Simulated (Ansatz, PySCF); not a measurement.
H₅BN (SMILES B[NH3+]), charge +1, singlet, geometry from GFN2-xTB. Base run: REVPBE/6-311G** (PySCF).

Input for PySCF:
```python
from pyscf import gto, scf, dft

mol = gto.M(
    atom='''
B     0.882639    0.092840   -0.007377
N    -0.616010   -0.067843   -0.009475
H     1.537489   -0.852543    0.171414
H     1.320212    1.160973   -0.156671
H    -0.930545    0.076520    0.961326
H    -0.927964   -1.006052   -0.287862
H    -1.100315    0.631803   -0.584997
''',
    basis='6-311g**',
    charge=1,
    spin=0,
    verbose=4,
)

mf = dft.RKS(mol)
mf.xc = 'revpbe'
mf.kernel()
```

The same geometry, method and basis name were run in Ansatz (a program for electronic structure) and PySCF, at each program's defaults and at the settings that a row names. The base is PySCF at its defaults. Differences at the defaults can come from grids, fitting, cores and function types together.

```
code and settings                                                               ΔE vs base (mEh)  basis functions     E (Eh)  SCF cycles
------------------------------------------------------------------------------  ----------------  ---------------  ---------  ----------
PySCF, defaults (exact integrals, its default grid, spherical functions)                   0.000               66  -82.33162           8
Ansatz, defaults (factorised integrals, its default grid, spherical functions)            -0.003               66  -82.33162           -
PySCF, density fitting with def2-universal-jkfit                                          -0.081               66  -82.33170           8
PySCF, fine grid                                                                           0.000               66  -82.33162           8
Ansatz, high accuracy                                                                      0.000               66  -82.33162           -
```
